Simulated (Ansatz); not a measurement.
Species: propane-1,1-diselenol, C$_{3}$H$_{8}$Se$_{2}$, net charge 0, singlet state. 
Structure (B3LYP-D3(BJ)/def2-TZVP (Ansatz, a first-principles code) minimum search):
```xyz
13

C     -2.6245    -0.1696     1.1737
C     -1.4829     0.7425     0.7265
C     -0.1473     0.0252     0.5720
Se    -0.3120    -1.4053    -0.8003
Se     1.3487     1.2652     0.2281
H     -3.5301     0.4143     1.3448
H     -2.3749    -0.6842     2.1040
H     -2.8570    -0.9296     0.4263
H     -1.7381     1.2295    -0.2181
H     -1.3421     1.5403     1.4592
H      0.1367    -0.4569     1.5061
H      1.1364    -1.6258    -0.9116
H      0.8501     1.6878    -1.0907
```

Total electronic energies in hartree. Correlated levels leave the core frozen unless marked. No spin-orbit coupling. The frozen core is the preceding noble-gas configuration, with the filled d and f shells of earlier blocks. Non-relativistic. CBS marks a two-point X^-3 extrapolation of the correlation energy; Hartree-Fock from the larger set. The bracket is a focal-point correction in the basis named.

| level | program | energy (Eh) |
|---|---|---|
| HF/STO-3G | Ansatz | -4863.98130 |
| RI-HF/cc-pVTZ | Ansatz | -4918.06475 |
| SVWN5/def2-TZVPD | Ansatz | -4914.33677 |
| B3LYP-D4/def2-TZVPD | Ansatz + dftd4 | [?] |
| PBE0-D3(BJ)/def2-TZVPD | Ansatz + dftd3 | -4921.57408 |
| PBE0/def2-TZVPD | Ansatz | -4921.56205 |
| r2SCANh-D4/def2-TZVPD | Ansatz + dftd4 | -4922.17231 |
| LC-wPBE-D4/def2-TZVPD | Ansatz + dftd4 | -4921.56226 |
| B2PLYP-D3(BJ)/def2-TZVPD | Ansatz + dftd3 | -4921.33586 |
| B2PLYP-D4/def2-TZVPD | Ansatz + dftd4 | -4921.33320 |
| MP2/aug-cc-pVTZ | Ansatz | -4918.93284 |
| RI-MP2/cc-pVTZ | Ansatz | -4918.91213 |
| SCS-MP2/aug-cc-pVTZ | Ansatz | -4918.93666 |
| RI-MP2/CBS(cc-pVTZ,cc-pVQZ)+[CCSD(T)-MP2]/cc-pVQZ | Ansatz | -4919.1259 |
| CCSD(T)/CBS(cc-pVTZ,cc-pVQZ) | Ansatz | -4919.1222 |

Question: Fill in the missing entries.

Answer: 
- B3LYP-D4/def2-TZVPD, energy (Eh): -4922.37463
